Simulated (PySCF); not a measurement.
F2HInO, SMILES [OH][In]([F])[F]. Atoms are numbered in the order given.

```xyz
5

In     0.0155     0.0013     0.0000
F     -1.8786    -0.4901     0.0000
F      1.2772    -1.4808     0.0000
O      0.6028     1.8985     0.0000
H     -0.1693     2.4853     0.0000
```

Geometry: B3LYP-D3(BJ)/def2-SVP. The def2 effective core potentials stand for the cores of In; spin–orbit coupling is left out. The values are those of a single conformer.

Method: PySCF with ωB97X/def2-TZVPD.

The molecule is in vacuum.

Task: Estimate the frontier levels, gap, dipole moment and polarisability. (An estimate is asked for; the answer gives what the named calculation found.)

Result: 
```
Item                                                                                                             Value
---------------------------------------------------------------------------------------------  -----------------------
highest occupied level                                                                                       -12.24 eV
lowest empty level                                                                                            -1.12 eV
orbital gap                                                                                                   11.12 eV
dipole moment                                                                                                   2.11 D
quadrupole, principal values (traceless, Buckingham form, about the centre of nuclear charge)  -10.88, 0.55, 10.33 D·Å
mean static polarisability                                                                        37.0 bohr³ (5.48 Å³)
polarisability, principal values                                                                29.2, 38.1, 43.6 bohr³
```
